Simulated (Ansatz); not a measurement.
Breaking the Be1–H2 bond in BeH2O (SMILES [BeH][OH]) (multiplicity 1 held, fragments rigid). Energies count from the point at 1.328 Å.
Geometry at that point (charge 0, multiplicity 1):
```xyz
4

Be    -0.78408    -0.35296     0.02982
H     -1.99530    -0.89493     0.07985
O      0.51114     0.18522    -0.07360
H      1.04250     0.82503     0.38969
```

Active spaces are followed from a long bond inwards. Levels need not reach the same state.

Correlated levels freeze the cores.

The values were computed with Ansatz (Gaussian orbitals). Each number belongs to the level named beside it.

Problem. What energy at R = 4.249 Å does FIC-MRCISD+Q on CASSCF(2,2)/aug-cc-pVDZ give?

Solution. 91.3 kcal/mol

Problem. Estimate the energy at R = 4.249 Å that SC-NEVPT2 on CASSCF(2,2)/aug-cc-pVDZ returns for this input.

Solution. 86.4 kcal/mol

Ansatz is a program for electronic structure.
